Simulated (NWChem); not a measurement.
System meant: CsCl; SMILES [Cl][Cs]

The following NWChem deck was run.

```
start job
memory heap 200 mb stack 700 mb global 900 mb
geometry units angstroms noautoz
  Cs     0.000000     0.000000    -0.707842
  Cl     0.000000     0.000000     2.228375
end
basis spherical
  * library def2-svp
end
ecp
  Cs library def2-ecp
end
dft
  xc pbe0
  iterations 4
  mulliken
end
task dft energy
```

End of the output:

```
    Atom       Charge   Shell Charges
 -----------   ------   -------------------------------------------------------
    1 Cs   9     8.65   0.01  0.98  0.93  0.14  0.03  4.73  1.29  0.10  0.23  0.22
    2 Cl  17    17.35   2.00  1.96  1.04  0.84  5.82  2.26  3.42  0.00

 center of mass
 --------------
 x =   0.00000000 y =   0.00000000 z =  -0.15429066

 moments of inertia (a.u.)
 ------------------
         852.341543273266           0.000000000000           0.000000000000
           0.000000000000         852.341543273266           0.000000000000
           0.000000000000           0.000000000000           0.000000000000

     Multipole analysis of the density
     ---------------------------------

     L   x y z        total         alpha         beta         nuclear
     -   - - -        -----         -----         ----         -------
     0   0 0 0     -0.000000    -13.000000    -13.000000     26.000000

     1   1 0 0     -0.000000     -0.000000     -0.000000      0.000000
     1   0 1 0      0.000000      0.000000      0.000000      0.000000
     1   0 0 1     -3.908682    -32.086569    -32.086569     60.264456

     2   2 0 0    -24.880299    -12.440150    -12.440150      0.000000
     2   1 1 0     -0.000000     -0.000000     -0.000000      0.000000
     2   1 0 1     -0.000000     -0.000000     -0.000000      0.000000
     2   0 2 0    -24.880299    -12.440150    -12.440150      0.000000
     2   0 1 1      0.000000      0.000000      0.000000      0.000000
     2   0 0 2    -36.377316   -178.617259   -178.617259    320.857201

 ------------------------------------------------------------------------
 dft energy failed                                                                                  0
 ------------------------------------------------------------------------
 ------------------------------------------------------------------------
  current input line :
    18: task dft energy
 ------------------------------------------------------------------------
 ------------------------------------------------------------------------
 This type of error is most commonly associated with calculations not reaching convergence criteria
 ------------------------------------------------------------------------
 For more information see the NWChem manual at https://nwchemgit.github.io

0:dft energy failed:Received an Error in Communication
```

Question: What is wrong, and how is it mended?

Answer: Convergence was not reached. Cause: the SCF was allowed too few iterations. This input runs:
```
start job
memory heap 200 mb stack 700 mb global 900 mb
geometry units angstroms noautoz
  Cs     0.000000     0.000000    -0.707842
  Cl     0.000000     0.000000     2.228375
end
basis spherical
  * library def2-svp
end
ecp
  Cs library def2-ecp
end
dft
  xc pbe0
  iterations 150
  mulliken
end
task dft energy
```
It converges to -480.13560 Ha (PBE0/def2-SVP with def2 effective core potentials on Cs).
